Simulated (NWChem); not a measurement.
System: TiSClF; SMILES [F][Ti](=[S])[Cl]

Input file for NWChem:

```
start job
memory heap 200 mb stack 900 mb global 1100 mb
geometry units angstroms
  Ti     0.088837     0.284533     0.468272
  S      1.634517    -0.934432    -0.387974
  F     -0.754169    -0.704646     1.602742
  Cl    -1.194121     0.838574    -1.140213
end
basis spherical
  * library def2-svp
end
dft
  xc xpbe96 cpbe96
  disp vdw 4
  iterations 150
end
driver
  maxiter 120
end
task dft optimize
task dft freq
```

Excerpt of the output:

```
             Northwest Computational Chemistry Package (NWChem) 7.3.0
             --------------------------------------------------------

 C1  symmetry detected

                             Geometry "geometry" -> ""
                             -------------------------

 Output coordinates in angstroms (scale by  1.889725989 to convert to a.u.)

  No.       Tag          Charge          X              Y              Z
 ---- ---------------- ---------- -------------- -------------- --------------
    1 Ti                  22.0000    -0.37644752    -0.03844548     0.42691393
    2 S                   16.0000     0.87648285    -1.67783675    -0.16530334
    3 F                    9.0000    -1.85645237    -0.20307623    -0.44408479
    4 Cl                  17.0000     0.64507006     1.73640439    -0.16179352

 Effective nuclear repulsion energy (a.u.)     332.3683416062

                                Z-matrix (autoz)
                                --------

 Units are Angstrom for bonds and degrees for angles

      Type          Name      I     J     K     L     M      Value
      ----------- --------  ----- ----- ----- ----- ----- ----------
    1 Stretch                  1     2                       2.14666
    2 Stretch                  1     3                       1.72515
    3 Stretch                  1     4                       2.13077
    4 Bend                     2     1     3               106.77172
    5 Bend                     2     1     4               106.26555
    6 Bend                     3     1     4               110.56583
    7 Torsion                  2     1     3     4        -115.18369
    8 Torsion                  2     1     4     3         115.50066
    9 Torsion                  3     1     2     4         118.04211
   10 Torsion                  2     4     1     3        -115.50066
   11 Torsion                  3     2     1     4        -118.04211
   12 Torsion                  2     3     1     4         115.18369

  pbe96 is a nonlocal functional; adding pw91lda local functional.

                           NWChem Geometry Optimization
                           ----------------------------

 maximum gradient threshold         (gmax) =   0.000450
 rms gradient threshold             (grms) =   0.000300
 maximum cartesian step threshold   (xmax) =   0.001800
 rms cartesian step threshold       (xrms) =   0.001200
 fixed trust radius                (trust) =   0.300000
 source of zmatrix                         =   autoz

          -------------------
          Energy Minimization
          -------------------

 Using diagonal initial Hessian
 Scaling for Hessian diagonals: bonds = 1.00  angles = 0.25  torsions = 0.10

          --------
          Step   0

                                 NWChem DFT Module
                                 -----------------

 Summary of "ao basis" -> "ao basis" (spherical)
 ------------------------------------------------------------------------------
       Tag                 Description            Shells   Functions and Types
 ---------------- ------------------------------  ------  ---------------------
 Ti                         def2-svp                11       31   5s3p2d1f
 S                          def2-svp                 8       18   4s3p1d
 F                          def2-svp                 6       14   3s2p1d
 Cl                         def2-svp                 8       18   4s3p1d

            General Information
            -------------------
          SCF calculation type: DFT
          Wavefunction type:  closed shell.
          No. of atoms     :     4
          No. of electrons :    64
           Alpha electrons :    32
            Beta electrons :    32
          Charge           :     0
          Spin multiplicity:     1
          Use of symmetry is: off; symmetry adaption is: off
          Maximum number of iterations: 150
          AO basis - number of functions:    81
                     number of shells:    33
          Convergence on energy requested:  1.00D-06
          Convergence on density requested:  1.00D-05
          Convergence on gradient requested:  5.00D-04

              XC Information
              --------------
          PerdewBurkeErnzerhof Exchange Functional  1.000
            Perdew 1991 LDA Correlation Functional  1.000 local
           PerdewBurkeErnz. Correlation Functional  1.000 non-local

[...]

      ----------------------
      Optimization converged
      ----------------------

  Step       Energy      Delta E   Gmax     Grms     Xrms     Xmax
  ---- ---------------- -------- -------- -------- -------- --------
@    7   -1806.76016662 -7.8D-07  0.00019  0.00008  0.00053  0.00099
                                     ok       ok       ok       ok

                                Z-matrix (autoz)
                                --------

 Units are Angstrom for bonds and degrees for angles

      Type          Name      I     J     K     L     M      Value     Gradient
      ----------- --------  ----- ----- ----- ----- ----- ---------- ----------
    1 Stretch                  1     2                       2.06689    0.00006
    2 Stretch                  1     3                       1.75868   -0.00016
    3 Stretch                  1     4                       2.21057    0.00019
    4 Bend                     2     1     3               112.93108    0.00004
    5 Bend                     2     1     4               114.71707   -0.00003
    6 Bend                     3     1     4               119.23348   -0.00001
    7 Torsion                  2     1     3     4        -139.20428    0.00001
    8 Torsion                  2     1     4     3         138.51531    0.00002
    9 Torsion                  3     1     2     4         141.12284   -0.00000
   10 Torsion                  2     4     1     3        -138.51531   -0.00002
   11 Torsion                  3     2     1     4        -141.12284    0.00000
   12 Torsion                  2     3     1     4         139.20428   -0.00001

                         Geometry "geometry" -> "geometry"
                         ---------------------------------

 Output coordinates in angstroms (scale by  1.889725989 to convert to a.u.)

  No.       Tag          Charge          X              Y              Z
 ---- ---------------- ---------- -------------- -------------- --------------
    1 Ti                  22.0000    -0.32008110    -0.06070711     0.21740539
    2 S                   16.0000     0.85951363    -1.72972934    -0.09072765
    3 F                    9.0000    -1.96207579    -0.26246084    -0.37934045
    4 Cl                  17.0000     0.71129630     1.86994322    -0.09160501

 Effective nuclear repulsion energy (a.u.)     326.6353994693

                Final and change from initial internal coordinates
                --------------------------------------------------

                                Z-matrix (autoz)
                                --------

 Units are Angstrom for bonds and degrees for angles

[...]

 Rotational Constants
 --------------------
 A=   0.136377 cm-1  (  0.196212 K)
 B=   0.074810 cm-1  (  0.107633 K)
 C=   0.049748 cm-1  (  0.071574 K)

 Temperature                      =   298.15K
 frequency scaling parameter      =   1.0000

 Zero-Point correction to Energy  =    3.188 kcal/mol  (  0.005080 au)
 Thermal correction to Energy     =    6.543 kcal/mol  (  0.010428 au)
 Thermal correction to Enthalpy   =    7.136 kcal/mol  (  0.011371 au)

 Total Entropy                    =   78.351 cal/mol-K
   - Translational                =   40.525 cal/mol-K (mol. weight = 131.8873)
   - Rotational                   =   27.542 cal/mol-K (symmetry #  =        1)
   - Vibrational                  =   10.284 cal/mol-K

 Cv (constant volume heat capacity) =   14.786 cal/mol-K
   - Translational                  =    2.979 cal/mol-K
   - Rotational                     =    2.979 cal/mol-K
   - Vibrational                    =    8.827 cal/mol-K

[normal modes left out]

 ----------------------------------------------------------------------------
 Normal Eigenvalue ||           Projected Infra Red Intensities
  Mode   [cm**-1]  || [atomic units] [(debye/angs)**2] [(KM/mol)] [arbitrary]
 ------ ---------- || -------------- ----------------- ---------- -----------
    1       -0.000 ||    0.000079           0.002         0.077       0.028
    2       -0.000 ||    0.000094           0.002         0.091       0.033
    3       -0.000 ||    0.000033           0.001         0.032       0.012
    4       -0.000 ||    0.001471           0.034         1.434       0.518
    5        0.000 ||    0.000948           0.022         0.924       0.333
    6        0.000 ||    0.001494           0.034         1.456       0.526
    7       86.540 ||    0.037687           0.869        36.739      13.263
    8      136.435 ||    0.001356           0.031         1.321       0.477
    9      194.013 ||    0.001836           0.042         1.790       0.646
   10      435.117 ||    0.047252           1.090        46.063      16.628
   11      610.198 ||    0.087632           2.022        85.428      30.839
   12      768.742 ||    0.161111           3.717       157.059      56.697
 ----------------------------------------------------------------------------
```

Level: PBE-D3(BJ)/def2-SVP.
